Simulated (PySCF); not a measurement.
**Exercise with solution: entropy of an ideal gas**

BH2O2, SMILES O[B]O, multiplicity 2.

The structure is a stationary point at PBE-D3(BJ)/def2-TZVP. The isomer is the one that the SMILES or the coordinates give; other isomers of the formula were not compared. Other conformers were not sampled.

PySCF with PBE-D3(BJ)/def2-TZVP gives the harmonic wavenumbers 380, 450, 546, 868, 937, 1136, 1427, 3508, 3519 cm⁻¹ and the rotational temperatures 4.8435, 0.4695, 0.4280 K. The molar mass is 44.82 g/mol, the symmetry number 2, the spin multiplicity 2.

**Question.** Work out the entropy at 298.15 K and 1 atm in the rigid-rotor, harmonic-oscillator model.

**Answer.** 
Translation (Sackur–Tetrode at 1 atm): S = R[1.5 ln M + 2.5 ln T − 1.16487] = 156.2 J/(mol K).
Rotation: q = (√π/σ) T^1.5/√(θA θB θC) = 4620, S = R[ln q + 3/2] = 82.6 J/(mol K).
Vibration: with u = 1.4388 ν/T, each mode gives R[u/(e^u − 1) − ln(1 − e^−u)]:
```tsv
ν (cm⁻¹)	modes	u	S (J/(mol K))
380	1	1.83	4.35
450	1	2.17	3.33
546	1	2.63	2.31
868	1	4.19	0.66
937	1	4.52	0.50
1136	1	5.48	0.23
1427	1	6.89	0.07
```
The stiffer modes add less than 0.005 each. Sum 11.4 J/(mol K).
Spin: R ln 2 = 5.8 J/(mol K).
Total 256.0 J/(mol K); the program's own thermochemistry gives 256.0. Translation makes up 61 % and vibration 4 %. Anharmonicity, hindered rotation and orbital degeneracy are left out.
